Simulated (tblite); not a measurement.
C6H9FS2Si.
SMILES with atom numbers: `[CH3:1][C:2](=[S:3])[C@@H:4]1[CH2:5][Si@H:6]([F:7])[CH2:8][C:9]1=[S:10]` (hydrogens: H11, H12, H13 on C1; H14 on C4; H15, H16 on C5; H17 on Si6; H18, H19 on C8)

The geometry is computed with GFN2-xTB (gas phase).

Task: List the bond lengths, angles and torsions at this level.

Result: 
| bond | length (Å) |
| --- | --- |
| C1–C2 | 1.483 |
| C2=S3 | 1.625 |
| C2–C4 | 1.510 |
| C4–C5 | 1.539 |
| C5–Si6 | 1.901 |
| Si6–F7 | 1.610 |
| Si6–C8 | 1.906 |
| C8–C9 | 1.475 |
| C9=S10 | 1.623 |
| C4–C9 | 1.518 |
| C1–H11, C1–H12, C1–H13 | 1.090 |
| C4–H14 | 1.093 |
| C5–H15 | 1.092 |
| C5–H16 | 1.088 |
| Si6–H17 | 1.450 |
| C8–H18 | 1.096 |
| C8–H19 | 1.086 |

Bonds in one row agree within 0.01 Å and their mean is given. A selection of angles:
| angle | degrees |
| --- | --- |
| C2–C1–H11 | 111.1 |
| C2–C1–H12 | 110.1 |
| H11–C1–H12 | 109.2 |
| H12–C1–H13 | 107.1 |
| C1–C2–S3 | 122.5 |
| C1–C2–C4 | 115.5 |
| S3–C2–C4 | 121.9 |
| C2–C4–C5 | 114.4 |
| C2–C4–C9 | 104.2 |
| C2–C4–H14 | 108.0 |
| C5–C4–C9 | 110.4 |
| C5–C4–H14 | 111.3 |
| C9–C4–H14 | 108.2 |
| C4–C5–Si6 | 107.3 |
| C4–C5–H15 | 109.4 |
| C4–C5–H16 | 109.6 |
| Si6–C5–H15 | 110.0 |
| Si6–C5–H16 | 113.7 |
| H15–C5–H16 | 106.8 |
| C5–Si6–F7 | 112.5 |
| C5–Si6–C8 | 92.0 |
| C5–Si6–H17 | 118.5 |
| F7–Si6–C8 | 111.2 |
| F7–Si6–H17 | 105.8 |
| C8–Si6–H17 | 116.8 |
| Si6–C8–C9 | 103.2 |
| Si6–C8–H18 | 106.2 |
| Si6–C8–H19 | 118.9 |
| C9–C8–H18 | 108.7 |
| C9–C8–H19 | 111.4 |
| H18–C8–H19 | 107.9 |
| C8–C9–S10 | 124.7 |
| C4–C9–C8 | 113.6 |
| C4–C9–S10 | 121.7 |

Dihedral angles: C1–C2–C4–C5 -150°; C2–C4–C5–Si6 -114° (anticlinal); C4–C5–Si6–F7 130° (anticlinal); C5–Si6–C8–C9 -30°; Si6–C8–C9–S10 -140° (anticlinal); C2–C4–C9–C8 94° (anticlinal).

The C–C distances run from 1.475 Å (C8–C9, drawn single) to 1.539 Å (C4–C5, drawn single), a spread of 0.064 Å. Si6 (fluorine-bound silicon) has angles from 92.0° to 118.5°. Of the pairs four or more bonds apart, S3···H15 is among the closest relative to their van der Waals radii: 2.58 Å, 86 % of the sum of Bondi's values. The 5-membered ring C4–C5–Si6–C8–C9 has internal angles of 92.0° to 113.6° (sum 527°, against 540° for a flat polygon); it is puckered, 0.17 Å rms from its mean plane, widest ring torsion 39°.

Point group: C1 (no symmetry element, even within 0.4 Å). Its GFN2-xTB frequencies are all real (lowest 21 cm⁻¹). The numbers are those of one conformer.
